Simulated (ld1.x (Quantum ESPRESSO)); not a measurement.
**Logarithmic derivatives: oxygen, TM**

- Element: O (Z = 8)
- Generator: ld1.x (Quantum ESPRESSO) 7.5
- Type: norm-conserving Troullier–Martins (Kleinman–Bylander form)
- Functional: LDA (PZ)
- Relativity: scalar-relativistic
- Frozen core: [He]
- Valence charge: 6
- Reference configuration: 2s2 2p4
- Partial waves: 2p (bound): rc 1.85 bohr; 2s (bound): rc 0.75 bohr
- Local potential: the s channel
- Core correction: a·sin(br)/r model core inside 0.35 bohr

The phase is arctan(r·u′/u) with u = r·R(r), unwrapped; energies in Ry, scanned from -4 to 5 Ry. A pole is an energy at which the radial function vanishes at the test radius. The pseudo phase is shifted by a multiple of π to meet the all-electron one at the reference energy, and phase errors are pseudo minus all-electron; the curves can meet again beyond the range given. Levels narrower than the energy grid can be missing from the lists of poles.

```csv
channel,radius (bohr),reference energy (Ry),"poles, all-electron","poles, pseudo",unbroken range about the reference energy with phases within 0.05 rad,phase error 1 Ry above the reference energy (rad)
s,1.99,-1.75,-1.24,-1.24,the whole range,-0.000
p,1.99,-0.68,-0.11,-0.10,below 1.9,+0.006
```

Phases in the p channel:

```json
{"E (Ry)": "-4.00", "all-electron": "1.306", "pseudo": "1.307"}
{"E (Ry)": "-3.76", "all-electron": "1.296", "pseudo": "1.297"}
{"E (Ry)": "-3.52", "all-electron": "1.285", "pseudo": "1.286"}
{"E (Ry)": "-3.28", "all-electron": "1.272", "pseudo": "1.272"}
{"E (Ry)": "-3.04", "all-electron": "1.256", "pseudo": "1.257"}
{"E (Ry)": "-2.80", "all-electron": "1.238", "pseudo": "1.239"}
{"E (Ry)": "-2.56", "all-electron": "1.216", "pseudo": "1.217"}
{"E (Ry)": "-2.32", "all-electron": "1.187", "pseudo": "1.189"}
{"E (Ry)": "-2.08", "all-electron": "1.150", "pseudo": "1.152"}
{"E (Ry)": "-1.84", "all-electron": "1.097", "pseudo": "1.099"}
{"E (Ry)": "-1.60", "all-electron": "1.015", "pseudo": "1.018"}
{"E (Ry)": "-1.36", "all-electron": "0.871", "pseudo": "0.875"}
{"E (Ry)": "-1.12", "all-electron": "0.557", "pseudo": "0.561"}
{"E (Ry)": "-0.88", "all-electron": "-0.215", "pseudo": "-0.213"}
{"E (Ry)": "-0.64", "all-electron": "-1.040", "pseudo": "-1.040"}
{"E (Ry)": "-0.40", "all-electron": "-1.389", "pseudo": "-1.387"}
{"E (Ry)": "-0.16", "all-electron": "-1.549", "pseudo": "-1.546"}
{"E (Ry)": "0.08", "all-electron": "-1.643", "pseudo": "-1.638"}
{"E (Ry)": "0.32", "all-electron": "-1.708", "pseudo": "-1.702"}
{"E (Ry)": "0.56", "all-electron": "-1.762", "pseudo": "-1.753"}
{"E (Ry)": "0.80", "all-electron": "-1.809", "pseudo": "-1.798"}
{"E (Ry)": "1.04", "all-electron": "-1.856", "pseudo": "-1.841"}
{"E (Ry)": "1.28", "all-electron": "-1.905", "pseudo": "-1.884"}
{"E (Ry)": "1.52", "all-electron": "-1.959", "pseudo": "-1.932"}
{"E (Ry)": "1.76", "all-electron": "-2.024", "pseudo": "-1.985"}
{"E (Ry)": "2.00", "all-electron": "-2.104", "pseudo": "-2.049"}
{"E (Ry)": "2.24", "all-electron": "-2.208", "pseudo": "-2.128"}
{"E (Ry)": "2.48", "all-electron": "-2.350", "pseudo": "-2.229"}
{"E (Ry)": "2.72", "all-electron": "-2.551", "pseudo": "-2.364"}
{"E (Ry)": "2.96", "all-electron": "-2.829", "pseudo": "-2.548"}
{"E (Ry)": "3.20", "all-electron": "-3.179", "pseudo": "-2.795"}
{"E (Ry)": "3.44", "all-electron": "-3.536", "pseudo": "-3.104"}
{"E (Ry)": "3.68", "all-electron": "-3.828", "pseudo": "-3.430"}
{"E (Ry)": "3.92", "all-electron": "-4.038", "pseudo": "-3.716"}
{"E (Ry)": "4.16", "all-electron": "-4.186", "pseudo": "-3.935"}
{"E (Ry)": "4.40", "all-electron": "-4.293", "pseudo": "-4.096"}
{"E (Ry)": "4.64", "all-electron": "-4.372", "pseudo": "-4.213"}
{"E (Ry)": "4.88", "all-electron": "-4.432", "pseudo": "-4.300"}
```
